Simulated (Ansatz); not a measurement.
Input for Ansatz (a program for electronic structure): R-wB97M-V/def2-TZVPP on H2PbS (SMILES [SH][PbH]), a point of a torsion scan. Elements past Kr take the def2 small-core potentials; no spin–orbit coupling.

Ansatz 0.2 input:
```yaml
crystal:
  periodic: [false, false, false]
  atoms:
    - {symbol: S, position_ang: [-1.33642190, 0.57895482, 0.31196480]}
    - {symbol: Pb, position_ang: [1.12423477, 0.90812877, -0.29174151]}
    - {symbol: H, position_ang: [-1.46359641, -0.66865241, -0.10288941]}
    - {symbol: H, position_ang: [1.73781842, -0.47421094, 0.76910161]}
basis:
  gaussian:
    orbitals: def2-TZVPP
hamiltonian:
  xc: {name: wB97M-V}
scf: {lower_state_search: off}
```

The head of its log:

```
WARN ansatz: RAYON_NUM_THREADS=1 ignored (pool sized by the plan → 1); use --threads N
Functional definition: wB97M-V
these checks for a lower state are left out or cut short: stability, starts, cluster_reference, orbital_swaps, neighbouring_geometries, increment
integrals: 0.06 GiB planned
826 factors; their error is unknown
integrals: 0.09 GiB planned
222 factors; integrals over basis functions are off by at most 1.4e-5 eV
mean field: 0.53 GiB planned
mean field evaluation 1: about -16112.7392 eV, gradient 1.9e1 eV
mean field evaluation 2: about -16113.3928 eV, gradient 1.7e1 eV
```

Give the final energy of this run.

-592.1805 hartree.
